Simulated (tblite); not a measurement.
Record of a relaxation.

C6H8NP.
SMILES with atom numbers: `[CH3:1][c:2]1[cH:3][p:4][cH:5][c:6]([CH3:7])[n:8]1` (hydrogens: H9, H10, H11 on C1; H12 on C3; H13 on C5; H14, H15, H16 on C7)

Computed with GFN2-xTB (tblite), gas phase: L-BFGS steps from a force-field or distance-geometry start until the largest atomic force falls under 0.01 eV/Å. 9 of its 26 geometries are shown.

Step 0: E = -607.5116 eV, largest atomic force 3.489 eV/Å
```
atom  x, y, z in Å  |  force x, y, z in eV/Å
C1      2.442   -0.664    0.474   -0.511  -0.118   0.061
C2      1.179    0.090    0.070   -0.521  -0.716   0.348
C3      1.343    1.386   -0.385   -2.713   1.046  -0.715
P4     -0.094    2.433   -0.916    0.196  -3.239   1.283
C5     -1.436    1.208   -0.579    2.053   1.209  -0.322
C6     -1.191   -0.069   -0.092    1.476  -0.199   0.296
C7     -2.371   -0.970    0.128    0.043  -0.304   0.618
N8      0.029   -0.610    0.232   -0.536   1.763  -0.834
H9      3.112   -0.755   -0.382   -0.015   0.104   0.135
H10     2.943   -0.135    1.289   -0.010  -0.046  -0.226
H11     2.189   -1.672    0.823   -0.038   0.308  -0.124
H12     2.315    1.837   -0.460    0.123   0.002   0.001
H13    -2.454    1.532   -0.791    0.328  -0.120   0.065
H14    -2.050   -1.946    0.519   -0.001   0.403  -0.112
H15    -3.062   -0.515    0.858    0.238  -0.162  -0.330
H16    -2.902   -1.140   -0.800   -0.111   0.070  -0.144
```

Step 3: E = -607.9625 eV, largest atomic force 0.522 eV/Å
```
atom  x, y, z in Å  |  force x, y, z in eV/Å
C1      2.421   -0.661    0.472   -0.132   0.062  -0.033
C2      1.167    0.090    0.073    0.003  -0.040   0.028
C3      1.281    1.396   -0.397    0.151  -0.252   0.100
P4     -0.090    2.341   -0.879   -0.004   0.282  -0.088
C5     -1.383    1.225   -0.583   -0.061  -0.264   0.085
C6     -1.167   -0.059   -0.090   -0.070  -0.097   0.039
C7     -2.360   -0.969    0.136    0.161   0.099  -0.080
N8      0.022   -0.568    0.211    0.012  -0.141   0.029
H9      3.107   -0.748   -0.374   -0.122   0.101   0.063
H10     2.941   -0.137    1.278   -0.079   0.026  -0.119
H11     2.183   -1.664    0.820   -0.161   0.065  -0.041
H12     2.288    1.829   -0.460   -0.516  -0.075  -0.031
H13    -2.417    1.525   -0.786    0.471   0.004   0.032
H14    -2.046   -1.937    0.519    0.140   0.095   0.012
H15    -3.054   -0.519    0.848    0.097   0.025  -0.057
H16    -2.901   -1.134   -0.799    0.109   0.111   0.062
```

Step 6: E = -608.0045 eV, largest atomic force 0.193 eV/Å
```
atom  x, y, z in Å  |  force x, y, z in eV/Å
C1      2.406   -0.658    0.471    0.015  -0.025   0.014
C2      1.157    0.079    0.078   -0.076  -0.027  -0.014
C3      1.260    1.377   -0.394   -0.080   0.083  -0.028
P4     -0.089    2.348   -0.879   -0.013  -0.030   0.011
C5     -1.359    1.209   -0.576    0.051   0.101  -0.025
C6     -1.159   -0.070   -0.085    0.102   0.012  -0.015
C7     -2.345   -0.963    0.133   -0.021  -0.033   0.036
N8      0.022   -0.590    0.216    0.007  -0.176   0.080
H9      3.091   -0.734   -0.370   -0.019   0.009  -0.110
H10     2.929   -0.131    1.264   -0.031   0.069   0.076
H11     2.159   -1.656    0.814   -0.079  -0.044   0.011
H12     2.240    1.826   -0.465    0.104   0.019  -0.002
H13    -2.370    1.529   -0.785   -0.077   0.007  -0.014
H14    -2.024   -1.924    0.520    0.083  -0.046   0.015
H15    -3.039   -0.514    0.840    0.007   0.072   0.064
H16    -2.887   -1.119   -0.796    0.026   0.008  -0.100
```

Step 9: E = -608.0081 eV, largest atomic force 0.056 eV/Å
```
atom  x, y, z in Å  |  force x, y, z in eV/Å
C1      2.405   -0.658    0.471   -0.009   0.004  -0.004
C2      1.154    0.076    0.078    0.020   0.011   0.000
C3      1.256    1.378   -0.394    0.029  -0.017   0.010
P4     -0.090    2.350   -0.880    0.003  -0.008   0.006
C5     -1.355    1.211   -0.575   -0.025  -0.024   0.005
C6     -1.154   -0.072   -0.085   -0.020   0.003   0.001
C7     -2.345   -0.964    0.134    0.014   0.005  -0.002
N8      0.023   -0.601    0.220   -0.003   0.053  -0.018
H9      3.087   -0.732   -0.376   -0.042  -0.002  -0.016
H10     2.925   -0.126    1.267   -0.044   0.003   0.005
H11     2.151   -1.657    0.814   -0.018   0.015  -0.005
H12     2.240    1.826   -0.465    0.007  -0.037   0.012
H13    -2.369    1.529   -0.785   -0.008  -0.030   0.007
H14    -2.017   -1.924    0.521    0.019   0.012  -0.008
H15    -3.036   -0.509    0.843    0.036   0.012   0.007
H16    -2.883   -1.117   -0.801    0.041   0.002   0.000
```

Step 12: E = -608.0093 eV, largest atomic force 0.032 eV/Å
```
atom  x, y, z in Å  |  force x, y, z in eV/Å
C1      2.403   -0.658    0.471   -0.022  -0.001  -0.002
C2      1.154    0.077    0.078   -0.012   0.003   0.003
C3      1.257    1.377   -0.393   -0.004   0.009  -0.006
P4     -0.090    2.348   -0.879    0.001   0.017  -0.004
C5     -1.357    1.210   -0.575    0.005   0.009  -0.004
C6     -1.154   -0.071   -0.084    0.004   0.003   0.005
C7     -2.342   -0.964    0.135    0.017   0.000   0.000
N8      0.023   -0.598    0.220    0.000  -0.003   0.001
H9      3.079   -0.732   -0.381   -0.009  -0.003   0.027
H10     2.917   -0.124    1.269   -0.004  -0.019  -0.022
H11     2.145   -1.656    0.813    0.000   0.006  -0.004
H12     2.242    1.820   -0.464    0.015  -0.003   0.002
H13    -2.371    1.525   -0.784   -0.013  -0.007  -0.001
H14    -2.011   -1.923    0.520    0.000   0.012  -0.001
H15    -3.029   -0.506    0.846    0.015  -0.022  -0.017
H16    -2.875   -1.116   -0.803    0.006  -0.003   0.023
```

Step 16: E = -608.0095 eV, largest atomic force 0.015 eV/Å
```
atom  x, y, z in Å  |  force x, y, z in eV/Å
C1      2.400   -0.658    0.470    0.005  -0.004   0.002
C2      1.152    0.078    0.078    0.004   0.003  -0.001
C3      1.257    1.378   -0.394    0.000   0.002   0.000
P4     -0.090    2.350   -0.879    0.000   0.005  -0.002
C5     -1.357    1.211   -0.576    0.001   0.004   0.000
C6     -1.153   -0.070   -0.084   -0.006   0.003  -0.004
C7     -2.339   -0.964    0.135   -0.004  -0.004   0.001
N8      0.022   -0.598    0.220    0.001   0.013  -0.001
H9      3.077   -0.732   -0.379    0.003  -0.005  -0.004
H10     2.916   -0.126    1.268    0.004  -0.002   0.007
H11     2.143   -1.656    0.813   -0.014  -0.005   0.000
H12     2.244    1.819   -0.463   -0.007   0.000  -0.002
H13    -2.372    1.523   -0.784    0.006   0.002  -0.002
H14    -2.009   -1.923    0.520    0.015  -0.003   0.002
H15    -3.027   -0.507    0.845   -0.005  -0.003   0.008
H16    -2.873   -1.116   -0.801   -0.003  -0.007  -0.004
```

Step 19: E = -608.0096 eV, largest atomic force 0.019 eV/Å
```
atom  x, y, z in Å  |  force x, y, z in eV/Å
C1      2.399   -0.659    0.471    0.005   0.001   0.000
C2      1.152    0.080    0.077    0.007  -0.004   0.005
C3      1.257    1.380   -0.394    0.003  -0.005   0.002
P4     -0.090    2.352   -0.880    0.002  -0.006   0.003
C5     -1.356    1.212   -0.576   -0.004  -0.008   0.000
C6     -1.153   -0.069   -0.085   -0.007  -0.006   0.006
C7     -2.338   -0.964    0.135   -0.004   0.000   0.001
N8      0.022   -0.596    0.221    0.000   0.004  -0.003
H9      3.076   -0.734   -0.379   -0.005  -0.007   0.002
H10     2.915   -0.127    1.268   -0.004  -0.010   0.002
H11     2.139   -1.657    0.813   -0.005   0.015  -0.005
H12     2.245    1.818   -0.463   -0.002   0.012  -0.005
H13    -2.372    1.522   -0.785   -0.002   0.015  -0.006
H14    -2.004   -1.923    0.521    0.005   0.016  -0.008
H15    -3.027   -0.509    0.846    0.004  -0.008  -0.002
H16    -2.873   -1.118   -0.801    0.006  -0.006   0.009
```

Step 22: E = -608.0098 eV, largest atomic force 0.020 eV/Å
```
atom  x, y, z in Å  |  force x, y, z in eV/Å
C1      2.398   -0.660    0.471   -0.011   0.005  -0.003
C2      1.153    0.082    0.078   -0.011   0.002  -0.001
C3      1.257    1.381   -0.394    0.007   0.003   0.000
P4     -0.089    2.354   -0.880   -0.003  -0.015   0.004
C5     -1.357    1.214   -0.577   -0.008   0.002  -0.003
C6     -1.155   -0.067   -0.085    0.011   0.005   0.002
C7     -2.337   -0.965    0.135    0.012   0.006   0.000
N8      0.022   -0.593    0.221    0.001  -0.019   0.005
H9      3.075   -0.737   -0.378   -0.002  -0.004  -0.002
H10     2.915   -0.131    1.269   -0.001  -0.005   0.004
H11     2.132   -1.656    0.811    0.003  -0.002   0.002
H12     2.244    1.820   -0.464    0.007   0.015  -0.004
H13    -2.372    1.525   -0.787   -0.006   0.014  -0.006
H14    -1.997   -1.921    0.521   -0.001  -0.007   0.000
H15    -3.026   -0.514    0.848   -0.001   0.000   0.001
H16    -2.872   -1.122   -0.800    0.002  -0.002   0.000
```

Step 25: E = -608.0099 eV, largest atomic force 0.007 eV/Å
```
atom  x, y, z in Å  |  force x, y, z in eV/Å
C1      2.397   -0.660    0.471   -0.001  -0.004   0.002
C2      1.153    0.082    0.078    0.002   0.001  -0.001
C3      1.258    1.382   -0.394    0.000   0.001   0.000
P4     -0.090    2.354   -0.879    0.000   0.002  -0.003
C5     -1.357    1.215   -0.577    0.000   0.000   0.001
C6     -1.154   -0.066   -0.085   -0.002  -0.001  -0.001
C7     -2.336   -0.965    0.136    0.001  -0.005   0.002
N8      0.022   -0.592    0.221    0.000   0.005  -0.002
H9      3.075   -0.739   -0.378   -0.003   0.001   0.000
H10     2.915   -0.133    1.270   -0.002   0.000  -0.001
H11     2.129   -1.656    0.811    0.002  -0.006   0.003
H12     2.245    1.822   -0.465   -0.003   0.004   0.000
H13    -2.373    1.527   -0.788    0.002   0.003  -0.001
H14    -1.994   -1.921    0.521   -0.002  -0.006   0.002
H15    -3.026   -0.516    0.848    0.003   0.002   0.000
H16    -2.871   -1.124   -0.799    0.004   0.002   0.000
```

Q: Summarise the path.

A: The energy falls by 0.4983 eV from step 0 to step 25; nine tenths of that is first reached at step 3. It falls at every step. The largest force goes from 3.489 to 0.007 eV/Å. Among the bonds C3–P4 changes most, from 1.856 to 1.731 Å; the atoms move by 0.057 Å rms after alignment.

Q: Follow the three bonds and two angles with the largest change from start to end.

A: 
| step | E above end (eV) | largest force (eV/Å) | C3–P4 (Å) | P4–C5 (Å) | C6–N8 (Å) | C2–C3–H12 (°) | C3–C2–N8 (°) |
| --- | --- | --- | --- | --- | --- | --- | --- |
| 0 | 0.4983 | 3.489 | 1.856 | 1.848 | 1.373 | 121.5 | 128.6 |
| 1 | 0.1645 | 1.628 | 1.781 | 1.782 | 1.333 | 118.4 | 125.7 |
| 2 | 0.0766 | 0.897 | 1.735 | 1.736 | 1.329 | 117.2 | 124.8 |
| 3 | 0.0474 | 0.522 | 1.734 | 1.734 | 1.328 | 117.6 | 124.8 |
| 4 | 0.0276 | 0.301 | 1.736 | 1.735 | 1.326 | 118.3 | 124.7 |
| 5 | 0.0198 | 0.326 | 1.735 | 1.734 | 1.326 | 118.5 | 124.7 |
| 7 | 0.0031 | 0.085 | 1.731 | 1.731 | 1.325 | 118.6 | 125.1 |
| 8 | 0.0022 | 0.055 | 1.730 | 1.730 | 1.326 | 118.5 | 125.3 |
| 9 | 0.0018 | 0.056 | 1.730 | 1.730 | 1.326 | 118.5 | 125.3 |
| 10 | 0.0012 | 0.055 | 1.730 | 1.730 | 1.326 | 118.4 | 125.3 |
| 11 | 0.0008 | 0.048 | 1.730 | 1.730 | 1.325 | 118.4 | 125.3 |
| 12 | 0.0006 | 0.032 | 1.730 | 1.730 | 1.325 | 118.3 | 125.3 |
| 13 | 0.0005 | 0.019 | 1.730 | 1.730 | 1.325 | 118.3 | 125.3 |
| 14 | 0.0004 | 0.018 | 1.730 | 1.730 | 1.325 | 118.2 | 125.4 |
| 15 | 0.0004 | 0.018 | 1.731 | 1.731 | 1.324 | 118.2 | 125.4 |
| 16 | 0.0004 | 0.015 | 1.731 | 1.731 | 1.324 | 118.2 | 125.4 |
| 17 | 0.0003 | 0.017 | 1.731 | 1.731 | 1.324 | 118.1 | 125.4 |
| 18 | 0.0003 | 0.017 | 1.731 | 1.731 | 1.324 | 118.1 | 125.4 |
| 20 | 0.0002 | 0.020 | 1.731 | 1.731 | 1.324 | 118.0 | 125.4 |
| 21 | 0.0001 | 0.021 | 1.731 | 1.731 | 1.324 | 118.0 | 125.3 |
| 22 | 0.0001 | 0.020 | 1.731 | 1.731 | 1.324 | 118.1 | 125.3 |
| 23 | 0.0000 | 0.012 | 1.731 | 1.731 | 1.324 | 118.1 | 125.3 |
| 24 | 0.0000 | 0.011 | 1.731 | 1.731 | 1.324 | 118.2 | 125.4 |
| 25 | 0.0000 | 0.007 | 1.731 | 1.731 | 1.324 | 118.2 | 125.4 |

What follows is the cost of the whole relaxation. On one thread, AMD EPYC 9R45 (x86_64), shared host with 96 logical CPUs at a one-minute load of 17, this took under 0.1 s wall.
